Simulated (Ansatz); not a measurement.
Stepwise reaction of `[NH2][Ga]([NH2])[Br]` with hydrogen, as a gas-phase model of exchange steps in deposition or etching. ΔE in kJ/mol; ΔG adds harmonic PBE0-D4 terms to CCSD(T)/CBS, at 1 bar.

Program: Ansatz. Geometries: PBE0-D4/def2-TZVP. ΔE: electronic, gas phase. CCSD(T)/CBS adds triple-zeta CCSD(T) − MP2 to the extrapolated MP2 energy (def2 sets, frozen cores). This one scheme is used for every species. DFT in def2-TZVPP. B3LYP here is the variant with VWN-RPA as its local correlation; programs differ in this. For Br, Ga outer-core shells are correlated without core-valence functions, which leaves a few kJ/mol of doubt a bond. Scalar relativity is left out up to krypton. Each species was taken in one conformer, which may not be the lowest.

| step | reaction | PBE-D4 | B3LYP-D4 | ωB97M-V | CCSD(T)/CBS | ΔG(600 K) |
| --- | --- | --- | --- | --- | --- | --- |
| 1 | `[NH2][Ga]([NH2])[Br]` + H₂ → `[NH2][GaH][Br]` + NH₃ | 5.3 | 7.2 | 6.0 | 13.6 | 10.5 |
| 2 | `[NH2][GaH][Br]` + H₂ → `[GaH2][Br]` + NH₃ | 28.0 | 28.3 | 26.9 | 34.8 | 37.3 |

Problem. By hand: ΔE of the 2 steps together at CCSD(T)/CBS.

Solution. (13.6) + (34.8) = 48.4 kJ/mol, or 24.2 kJ/mol a step.

In ΔE each step is higher than the one before. All are uphill at CCSD(T)/CBS. ΔG lies between 10.5 and 37.3 kJ/mol a step. PBE-D4 differs from CCSD(T)/CBS by -8.3 to -6.8 kJ/mol a step. Isolated molecules leave out the surface, adducts and barriers. Largest T1 diagnostic: 0.011.
